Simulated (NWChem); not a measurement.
System meant: CH5InO3; SMILES C[O][In]([OH])[OH]

NWChem input:

```
start job
memory heap 200 mb stack 900 mb global 1100 mb
geometry units angstroms noautoz
  In    -0.004529     0.324886    -0.000506
  O      1.256705     1.902709     0.000330
  H      2.171003     1.555063     0.002157
  O     -2.003348     0.611832    -0.001652
  H     -2.162092     1.577170    -0.001892
  O      0.808949    -1.527344     0.009568
  C     -0.006745    -2.681889    -0.005311
  H     -0.615888    -2.786618    -0.934982
  H      0.660155    -3.572225     0.048269
  H     -0.708803    -2.748455     0.859943
end
basis spherical
  In library def2-svp
  O library def2-svp
  H library def2-svp
  C library def2-svp
end
dft
  xc b3lyp
  iterations 150
  mulliken
end
task dft energy
```

End of the output:

```
             Grid Information
             ----------------
          Grid used for XC integration:  medium
          Radial quadrature: Mura-Knowles
          Angular quadrature: Lebedev.
          Tag              B.-S. Rad. Rad. Pts. Rad. Cut. Ang. Pts.
          ---              ---------- --------- --------- ---------
          In                  1.55      123          11.0       590
          O                   0.60       49          13.0       434
          H                   0.35       45          13.0       434
          C                   0.70       49          12.0       434
          Grid pruning is: on
          Number of quadrature shells:   544
          Spatial weights used:  Erf1

          Convergence Information
          -----------------------
          Convergence aids based upon iterative change in
          total energy or number of iterations.
          Levelshifting, if invoked, occurs when the
          HOMO/LUMO gap drops below (HL_TOL):  1.00D-02
          DIIS, if invoked, will attempt to extrapolate
          using up to (NFOCK): 10 stored Fock matrices.

                    Damping( 0%)  Levelshifting(0.5)       DIIS
                  --------------- ------------------- ---------------
          dE  on:    start            ASAP                start
          dE off:    2 iters        150 iters           150 iters

      Screening Tolerance Information
      -------------------------------
          Density screening/tol_rho:  1.00D-10
          AO Gaussian exp screening on grid/accAOfunc:  14
          CD Gaussian exp screening on grid/accCDfunc:  20
          XC Gaussian exp screening on grid/accXCfunc:  20
          Schwarz screening/accCoul:  1.00D-08

      Superposition of Atomic Density Guess
      -------------------------------------

      charge =      49.0 In (Indium)

      symmetry species            s     p     d     f
      number of basis functions =10     7     6
      number of cont. functions = 4     4     2
      number of closed shells   = 5     3     2
      number of open shells     = 0     1     0
      open shell occupation     = 0     1     0
 ------------------------------------------------------------------------
 atomscf:atomd: error in atom scf                   0
 ------------------------------------------------------------------------
 ------------------------------------------------------------------------
  current input line :
    26: task dft energy
 ------------------------------------------------------------------------
 ------------------------------------------------------------------------
 This error has not yet been assigned to a category
 ------------------------------------------------------------------------
 For more information see the NWChem manual at https://nwchemgit.github.io

0:atomscf:atomd: error in atom scf:Received an Error in Communication
```

### Question
What is wrong, and how is it mended?

### Answer
The run crashed. Cause: the def2 basis of a heavy element holds valence functions alone and wants its effective core potential (without it all electrons must fit into that basis). This input runs:
```
start job
memory heap 200 mb stack 900 mb global 1100 mb
geometry units angstroms noautoz
  In    -0.004529     0.324886    -0.000506
  O      1.256705     1.902709     0.000330
  H      2.171003     1.555063     0.002157
  O     -2.003348     0.611832    -0.001652
  H     -2.162092     1.577170    -0.001892
  O      0.808949    -1.527344     0.009568
  C     -0.006745    -2.681889    -0.005311
  H     -0.615888    -2.786618    -0.934982
  H      0.660155    -3.572225     0.048269
  H     -0.708803    -2.748455     0.859943
end
basis spherical
  * library def2-svp
end
ecp
  In library def2-ecp
end
dft
  xc b3lyp
  iterations 150
  mulliken
end
task dft energy
```
It converges to -456.78684 Ha (B3LYP/def2-SVP with def2 effective core potentials on In).
